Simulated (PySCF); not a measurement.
## Orbital picture of SeN

r²SCAN0 at R = 1.657 Å; Se 6-31G(d,p), N 6-31G(d,p); no relativity (PySCF 2.14). State: ²Π (doublet), unpaired electrons π ↑. Only the outer orbitals are listed, counted within each symmetry.

| spin | orbital | occ. | ε (eV) | on Se (%) | main shells (%) |
| --- | --- | --- | --- | --- | --- |
| α | 8σ | 1 | -25.93 | 34 | 60 N s, 27 Se s |
| α | 9σ | 1 | -17.42 | 71 | 64 Se s, 26 N s |
| α | 4π | 1 | -11.27 | 35 | 64 N p, 34 Se p |
| α | 10σ | 1 | -10.72 | 38 | 52 N p, 32 Se p, 10 N s |
| α | 4π | 1 | -10.48 | 42 | 58 N p, 40 Se p |
| α | 5π | 1 | -6.52 | 67 | 66 Se p, 33 N p |
| α | 5π | 0 | -3.88 | 62 | 60 Se p, 38 N p |
| α | 11σ | 0 | 1.03 | 95 | 77 Se p, 14 N p, 10 Se d |
| α | 12σ | 0 | 5.45 | 102 | 101 Se s |
| β | 8σ | 1 | -24.75 | 48 | 46 N s, 39 Se s |
| β | 9σ | 1 | -16.52 | 65 | 53 Se s, 33 N s, 11 Se p |
| β | 10σ | 1 | -10.06 | 36 | 50 N p, 31 Se p, 14 N s |
| β | 4π | 1 | -9.96 | 71 | 70 Se p, 29 N p |
| β | 4π | 1 | -9.09 | 70 | 69 Se p, 29 N p |
| β | 5π | 0 | -2.94 | 34 | 66 N p, 30 Se p |
| β | 5π | 0 | -1.93 | 35 | 65 N p, 31 Se p |
| β | 11σ | 0 | 1.34 | 93 | 74 Se p, 14 N p, 11 Se d |

Question: Which are the highest filled and the lowest empty level, where do they sit, and how wide is the gap?

Answer: Highest filled α 5π at -6.52 eV (in %: 66 Se p, 33 N p); lowest empty α 5π at -3.88 eV (in %: 60 Se p, 38 N p); the gap at r²SCAN0 is 2.64 eV. Both belong to one degenerate shell, split only by its one-sided filling, so this is no excitation gap.

```
bond order (Mayer)                              : 2.28
⟨S²⟩                                            : 0.842
charge on Se (Mulliken, basis-dependent)        : 0.22
charge on Se (Löwdin, basis-dependent)          : 0.25
dipole moment (positive dipole means Se(−)N(+)) : -1.90 D
```

Shares are Mulliken populations and can fall outside 0 to 100 %.

Spin–orbit coupling is left out. The state is the lowest determinant that a PBE0 search found; another state may lie lower at other levels.
